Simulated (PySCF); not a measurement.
# A ladder for the ionisation energy of Lu

Lu [Xe] 4f14 5d1 6s2 (2D) → Lu⁺ [Xe] 4f14 6s2 (1S). Scalar values calculated with PySCF 2.14 in x2c-TZVPPall (spin-free X2C; valence: [Kr] 4d10 frozen; valence and next inner shell: [Ar] 3d10 frozen). The spin-orbit shift comes from two-component X2C-1e calculations (generalised Hartree-Fock, GHF, and MP2 on its spinors, GMP2) in x2c-TZVPPall-2c: GMP2 gives 4.780 eV without and 4.960 eV with screened spin-orbit coupling, a shift of 0.180 eV (GHF: 0.114 eV). Sums use unrounded values; where a UHF row is shifted, it takes the GHF shift.

| method | scalar (eV) |
| --- | --- |
| UHF | 4.393 |
| LDA | 5.603 |
| PBE | 5.510 |
| PBE0 | 5.401 |
| r2SCAN | 5.735 |
| B3LYP | 5.415 |
| BLYP | 5.354 |
| r2SCANh | 5.672 |
| MP2 (valence) | 4.740 |
| SCS-MP2 (valence) | 4.643 |
| MP2 (valence and next inner shell) | 4.779 |
| SCS-MP2 (valence and next inner shell) | 4.675 |
| CCSD (valence) | 4.801 |
| CCSD(T) (valence) | 4.876 |

Task: Form a composite estimate from CCSD(T) (valence) and the spin-orbit shift, and compare it with the reference, 5.426 eV (measured; NIST Atomic Spectra Database, ionization energies).

Result: 4.876 + (0.180) = 5.057 eV, an error of -0.369 eV.

The errors of the correlated levels include the incompleteness of the basis and the frozen core, so a lower level can come closer by cancellation.

The GHF and GMP2 shifts differ by 0.066 eV: spin-orbit coupling and correlation are not additive here, and the shift is the weak step of the composite.
